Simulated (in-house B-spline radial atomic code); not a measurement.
The argon ion Ar⁺: [Ne] 3s2 3p5

Computed with an all-electron radial atomic-structure program (B-spline basis): non-relativistic PBE, spin-polarised, spherical fractional occupations, point nucleus.

Z_r = [3n² - l(l+1)]/(2<r>); Z_e = n√(-2ε); the last column is Slater's effective charge. Values are occupation-weighted means over spin.

```
shell  electrons   ε (eV)  <r> (bohr)    Z_r    Z_e  Slater
   1s          2  -3120.7      0.0862  17.40  15.14   17.70
   2s          2  -308.58      0.4162  14.42   9.52   13.85
   2p          6  -243.66      0.3772  13.25   8.46   13.85
   3s          2  -36.411       1.375   9.82   4.91    7.10
   3p          5  -22.197       1.553   8.05   3.83    7.10
```

The least bound orbital is 3p down at -21.57 eV, and it is also the most diffuse (<r> = 1.562 bohr).
